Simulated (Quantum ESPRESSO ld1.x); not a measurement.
The numbers below are computed, except where a source is named.
Question: Pr III, configuration [Xe] 4f3. Level of theory: scalar-relativistic Kohn-Sham, LDA (Slater exchange, Perdew-Wang correlation), spin-polarised, spherical densities, point nucleus; open shells are filled with parallel spins first (ld1.x of Quantum ESPRESSO 7.5). Some entries of the table are withheld. Estimate them.

orbital,occ.,eigenvalue (hartree),<r> (bohr),r(max) (bohr)
1s down,1,-1535.67,0.02411,0.01543
1s up,1,-1535.67,0.02411,0.01543
2s up,1,-247.473,0.1031,0.08733
2s down,1,-247.472,0.1031,0.08733
2p up,3,-221.586,0.09058,0.07029
2p down,3,-221.585,0.09058,0.07029
3s up,1,-53.7382,0.2727,0.2494
3s down,1,-53.7100,0.2727,0.2493
3p up,3,-45.5385,0.2708,0.2441
3p down,3,-45.5106,0.2706,0.2440
3d up,5,-33.9959,0.2477,0.2004
3d down,5,-33.9739,0.2475,0.2003
4s up,1,-11.0640,0.6230,0.5791
4s down,1,-10.9889,0.6228,0.5789
4p up,3,-8.38404,0.6601,0.6046
4p down,3,-8.30850,0.6599,0.6044
4d up,5,-4.55103,0.7281,0.6359
4d down,5,-4.47538,0.7283,0.6355
5s up,1,-1.92990,1.499,1.347
5s down,1,-1.88074,1.510,1.354
5p up,3,-1.27615,1.744,(1)
5p down,3,-1.23735,1.762,(2)
4f up,3,-0.54309,1.126,0.6929
5d up,0,-0.50877,2.592,2.131
5d down,0,-0.48967,2.648,2.172
6s up,0,(3),3.647,3.321
6s down,0,(4),3.690,3.358
4f down,0,-0.47850,1.172,0.6946

Answer: 
(1) 5p up r(max) (bohr): 1.526
(2) 5p down r(max) (bohr): 1.538
(3) 6s up eigenvalue (hartree): -0.48879
(4) 6s down eigenvalue (hartree): -0.47867
